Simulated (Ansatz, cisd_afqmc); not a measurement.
System: HSeF, charge 0, singlet. HSeF (selenohypofluorous acid, SMILES F[SeH]).
B3LYP-D3(BJ)/def2-TZVP minimum from Ansatz (a first-principles code):
```xyz
3

Se    -0.1137    -0.2175     0.2653
H     -0.8997    -0.9756    -0.7304
F      0.5294     0.9300    -0.9210
```

Total energies in cc-pVDZ, 14 correlated electrons, 15 frozen orbitals. Radicals and triplets start from unrestricted determinants; spin-orbit coupling is neglected. Correlated methods leave the cores frozen (noble-gas shells, and filled d and f shells in the p block). No relativity. AFQMC is phaseless with a CISD trial state; ± is one standard error, without the phaseless bias. Outlying blocks are dropped, and bars are widened where a walk drifts. Over all cases where full CI ran beside it in this data, AFQMC minus full CI had a median of +0.1 mEh and passed +0.4 mEh in a tenth of the cases.

```tsv
method	program	energy (Eh)	minus CCSDTQ (mEh)
HF	Ansatz	-2499.79405	332.57
MP2	Ansatz	-2500.10007	26.54
CCSD	Ansatz	-2500.11897	7.65
CCSD(T)	Ansatz	-2500.12535	1.26
CCSDT(Q)	Ansatz	-2500.12666	-0.05
CCSDTQ	Ansatz	-2500.12661	0.00
AFQMC/CISD	cisd_afqmc	-2500.1273 ± 0.0004	-0.7 ± 0.4
```

Rough core times of Ansatz's runs on a shared machine: CCSD(T) under 20 s, CCSDT(Q) 20 s, CCSDTQ 10 min.
